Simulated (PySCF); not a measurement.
Al(AsH2)(F)(OH) (AlAsFH3O), SMILES [OH][Al]([F])[AsH2]. Coordinates come from a PBE-D3(BJ)/def2-SVP optimisation. The structure was generated by enumeration; whether it is a known compound was not checked. Other conformers were not sampled.

Computed equilibrium geometry at PBE-D3(BJ)/def2-SVP (PySCF confirms it by a frequency run) as bond lengths and angles (one conformer of several):
Atoms: Al1 As2 H3 H4 F5 O6 H7. Bonds (Å): Al1–As2 2.421, Al1–F5 1.683, Al1–O6 1.712, As2–H3 1.542, As2–H4 1.542, O6–H7 0.971. Angles (°): As2–Al1–F5 121.2, As2–Al1–O6 119.3, F5–Al1–O6 119.4, Al1–As2–H3 88.4, Al1–As2–H4 88.9, H3–As2–H4 91.7, Al1–O6–H7 122.8.
